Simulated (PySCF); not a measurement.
## Fractional electron number in Cu²⁺ (copper, charge +2)

The 3d beta orbital of [Ar] 3d9 is emptied in steps (occupation f), with all orbitals relaxed, ending at [Ar] 3d8. Computed with PySCF 2.14 in aug-cc-pVTZ-DK (8s7p5d3f2g, 93 functions), with scalar relativity by spin-free X2C-1e. The exact energy is a straight line in f; departures are measured from the line between the end points of the same method.

Problem. Among PBE0, r2SCAN, LC-wPBE, which shows the largest delocalisation error (convex curve), and which is closest to linear?

Solution. Most convex: r2SCAN (-2.048 eV at f = 0.5); closest to linear: LC-wPBE (-0.891 eV).

```csv
f,PBE0 (eV),r2SCAN (eV),LC-wPBE (eV)
1,0.000,0.000,0.000
0.9,-0.517,-0.734,-0.312
0.7,-1.215,-1.717,-0.739
0.5,-1.457,-2.048,-0.891
0.3,-1.231,-1.720,-0.758
0.1,-0.531,-0.737,-0.329
0,0.000,0.000,0.000
```

```tsv
method	E(f=0) − E(f=1) (eV)	−ε at f=1 (eV)	−ε at f=0.5 (eV)
PBE0	36.851	31.136	36.803
r2SCAN	36.503	28.366	36.496
LC-wPBE	37.256	33.820	37.197
```

Reference removal energy between the ground levels: 36.841 ± 0.012 eV (measured; NIST Atomic Spectra Database, ionization energies). The calculation has no spin-orbit coupling. The determinant left behind need not be the lowest term of the ion.
